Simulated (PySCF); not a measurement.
Static polarisabilities and like-pair C6 coefficients by linear response at PBE0/def2-SVPD (PySCF, frozen core in the response, non-relativistic, gas phase), PBE0-D3(BJ)/def2-SVP geometries, one conformer each; atomic units unless stated. Spin–orbit coupling is left out although an atom past zinc is present.

| label | species | α | C6 |
| --- | --- | --- | --- |
| P | `Clc1cccc2c1CC2` | 104.2 | 4098 |
| Q | `[Ge-]#[O+]` | 31.1 | 297.1 |
| R | `C#CC1=C[SiH2]C=C[SiH2]1` | 125.1 | 5113 |
| S | `FC(F)C1COC1` | 51.7 | 1351 |

Question: Estimate the unlike-pair coefficients by the rule C6(AB) = 2·C6(AA)·C6(BB) / [C6(AA)·αB/αA + C6(BB)·αA/αB], and compare with the geometric mean.

Answer: 
```csv
pair,combination rule,geometric mean,ratio
PQ,1097,1103,0.995
PR,4565,4577,0.997
PS,2328,2353,0.989
QR,1232,1232,1.000
QS,614.3,633.5,0.970
RS,2566,2628,0.976
```

The rule is exact for one-pole polarisabilities and never exceeds the geometric mean; the two meet where both partners have the same effective excitation energy. These unlike-pair values are estimates, not computed integrals.
